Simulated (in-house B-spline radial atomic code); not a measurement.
# Ionising I V (I4+) with different functionals

Computed with a B-spline radial code for spherical atoms: non-relativistic Hamiltonian, point nucleus, spin-polarised at highest spin, spherical fractional occupations for the functionals, and exact exchange of hybrids averaged over the configuration. The ionisation energy is the difference of two self-consistent energies, [Kr] 4d10 5s2 5p1 → [Kr] 4d10 5s2, without Breit or QED terms; ε is the level of the shell that loses the electron (its least bound occupied spin orbital). There is no spin-orbit coupling in this Hamiltonian.

```
   method                    rung  ΔSCF (eV)  -ε(5p) (eV)
     PBE0           global hybrid      49.99        46.26
    B3LYP           global hybrid      50.20        46.08
    TPSSh           global hybrid      49.84        45.42
   M06-2X           global hybrid      49.70        47.70
BHandHLYP           global hybrid      50.03        47.50
  r2SCAN0           global hybrid      49.96        46.38
    B97-1           global hybrid      49.85        45.88
    HSE06  range-separated hybrid      50.05        45.85
    wB97X  range-separated hybrid      50.00        48.66
CAM-B3LYP  range-separated hybrid      50.27        47.84
  LC-wPBE  range-separated hybrid      50.19        49.34
```

Question: Among the functionals, which spreads more, the ΔSCF values or the orbital energies?

Answer: The orbital energies: ΔSCF values span about 0.57 eV and the orbital energies 3.92 eV; here energy differences depend much less on the functional than eigenvalues do.

Question: How do they compare with the NIST value?

Answer: NIST lists 51.52 eV ± 0.04 (measured, ground level to ground level). Errors run from -1.82 to -1.25 eV. The correlated functionals all miss on the same side by more than they spread, so the cause is common to them (relativity, Breit-QED terms, multiplet and fine-structure energies, or a listed next ion that isn't the cheapest removal here) and closeness doesn't rank the functionals.
